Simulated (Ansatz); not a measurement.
`[GeH3][TeH]` + `BS` → `B[S][GeH3]` + H₂Te  (ligand exchange at a Ge–Te bond)

Program: Ansatz. Geometries: PBE0-D4/def2-TZVP. ΔE: electronic, gas phase. CBS: MP2 limit from def2 TZ/QZ plus the TZ coupled-cluster correction, frozen cores. This one scheme is used for every species. DFT in def2-TZVPP. HSE06 is defined as in plane-wave codes. def2 core potentials past Kr. For Ge, Te outer-core shells are correlated without core-valence functions, which leaves a few kJ/mol of doubt a bond. Scalar relativity is left out up to krypton.

**Question.** Is it downhill or uphill in electronic energy at CCSD(T)/CBS, and by how much? (Estimate.)

**Answer.** Ansatz gave: Uphill: ΔE = +0.26 eV.

**Question.** What do these levels give: LDA (SPW92), r2SCAN0-D4, HSE06-D4, CAM-B3LYP-D4, revPBE, BLYP, PBE0, BHLYP, LC-ωPBE, HF/def2-SVP, CCSD(T)/def2-SVP, SCS-MP2/def2-QZVPP? (An estimate is asked.)

**Answer.** Computed: LDA (SPW92) 0.25, r2SCAN0-D4 0.27, HSE06-D4 0.27, CAM-B3LYP-D4 0.24, revPBE 0.28, BLYP 0.28, PBE0 0.28, BHLYP 0.28, LC-ωPBE 0.25, HF/def2-SVP 0.30, CCSD(T)/def2-SVP 0.27, SCS-MP2/def2-QZVPP 0.26 eV.

Largest T1 diagnostic among the species: 0.015.

Leaving LDA and LC-ωPBE aside and taking each functional with its dispersion term where it has one, the values, not all of them listed here, spread over 0.11 eV, from B97M-V to BHLYP-D4.
